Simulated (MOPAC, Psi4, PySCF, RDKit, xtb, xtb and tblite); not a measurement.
Two geometries of C3H8O2Si, SMILES O=C(O)CC[SiH3], relaxed at GFN2-xTB with one dihedral held; other torsions can differ between them too.

Structure A

```
14

O      2.3540    -0.0872    -0.7784
C      1.4677     0.2597    -0.0404
O      1.0705     1.5314     0.0515
C      0.7052    -0.6681     0.8564
C      1.6841    -1.3357     1.8229
Si     3.1188    -2.2284     0.9231
H      1.5945     2.0987    -0.5373
H     -0.0697    -0.1083     1.3833
H      0.2363    -1.4296     0.2304
H      2.0811    -0.5832     2.5054
H      1.1280    -2.0472     2.4338
H      2.6010    -2.9219    -0.2520
H      3.6056    -3.2288     1.8854
H      4.2227    -1.3247     0.6252
```

Structure B

```
14

O      2.2443    -0.1786    -0.8682
C      1.4320     0.2208    -0.0730
O      1.0641     1.5026    -0.0152
C      0.7244    -0.6462     0.9225
C      1.6029    -1.8236     1.3243
Si     2.3409    -2.7560    -0.1767
H      1.5296     2.0242    -0.6895
H      0.4165    -0.0351     1.7739
H     -0.1816    -1.0119     0.4297
H      2.4121    -1.4611     1.9591
H      1.0099    -2.5038     1.9347
H      1.4083    -2.7235    -1.3008
H      2.4276    -4.1589     0.2694
H      3.6934    -2.3242    -0.4992
```

Question: Which is lower in energy at the level B3LYP-D3(BJ)/def2-TZVP // GFN2-xTB (Psi4 1.11), and by how much?

Answer: B is lower, by 2.37 kJ/mol (dihedral O1–C2–C4–C5: 60° in A, 30° in B).

E(B) − E(A) in kJ/mol at the other levels, on the same two geometries: GFN2-xTB (xtb and tblite) -3.66; MMFF94 // GFN2-xTB (RDKit) 18.29; B3LYP/def2-TZVP // GFN2-xTB (Psi4) -2.38; PBE/def2-TZVP // GFN2-xTB (Psi4) -3.00; PBE-D3(BJ)/def2-TZVP // GFN2-xTB (Psi4) -2.96; UFF // GFN2-xTB (RDKit) 33.19; PM7, restricted, heats of formation // GFN2-xTB (MOPAC) 3.91; AM1, restricted, heats of formation // GFN2-xTB (MOPAC) -5.40; GFN1-xTB // GFN2-xTB (xtb) -17.49; restricted B3LYP/6-31G*, spherical d, density fitting // GFN2-xTB (PySCF) -3.10; restricted BP86/6-31G*, spherical d, density fitting // GFN2-xTB (PySCF) -3.55.
